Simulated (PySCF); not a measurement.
Ligands exchanged one at a time, B Br-I. Isolated molecules, 0 K electronic values unless said otherwise. Strings in code marks are SMILES.

Level of theory: PBE-D3(BJ)/def2-TZVP // B3LYP-D3(BJ)/def2-TZVP (PySCF). 

| species | dipole moment (D) | LUMO (eV) |
|---|---|---|
| 0 of 3 Br replaced by I (`B(Br)(Br)Br`) | 0.00 | -2.96 |
| 1 of 3 Br replaced by I (`BrB(Br)I`) | 0.14 | (withheld) |
| 2 of 3 Br replaced by I (`BrB(I)I`) | 0.14 | (withheld) |
| 3 of 3 Br replaced by I (`IB(I)I`) | 0.00 | -3.26 |

Q: Some entries are withheld; supply them.

A: 
- 1 of 3 Br replaced by I (`BrB(Br)I`), LUMO (eV): -3.06
- 2 of 3 Br replaced by I (`BrB(I)I`), LUMO (eV): -3.17
